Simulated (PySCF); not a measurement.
C₃H₁₀O₂Si₂.
InChI=1S/C3H10O2Si2/c4-3(5-7)1-2-6/h1-2H2,6-7H3

Torsions of this conformer, `[O:1]=[C:2]([CH2:3][CH2:4][SiH3:5])[O:6][SiH3:7]`: O1–C2–C3–C4 13°, C2–C3–C4–Si5 -54°, O1–C2–O6–Si7 2°.

The closed-shell ground state was solved at several levels (PySCF, density fitting, gas phase, non-relativistic). Geometry: PBE0-D3(BJ)/def2-SVP, one conformer, isolated molecule.

```
              level  basis functions  HOMO (eV)  LUMO (eV)  gap (eV)  dipole (D)
CAM-B3LYP/def2-SVPD              234      -9.79       0.78     10.57        2.22
      PBE0/pcSseg-1              183      -8.33      -0.17      8.16        2.19
```

Problem. What might CAM-B3LYP/pcSseg-1 (183 basis functions) give for the same quantities?

Solution. HOMO -9.76 eV, LUMO 1.03 eV, gap 10.79 eV, dipole 2.18 D.

Problem. Over all these levels, which gives the widest orbital gap and which the narrowest?

Solution. CAM-B3LYP/pcSseg-1 (range-separated hybrid) has the widest, 10.79 eV, and PBE0/pcSseg-1 (global hybrid, 25 % exact exchange) the narrowest, 8.16 eV. The two share the basis. From the narrowest to the widest the HOMO moves by -1.43 eV and the LUMO by +1.20 eV.

Problem. How far do the dipole and the HOMO energy spread over the levels?

Solution. The dipole runs from 2.18 to 2.22 D (mean 2.20 D) and the HOMO from -9.79 to -8.33 eV.
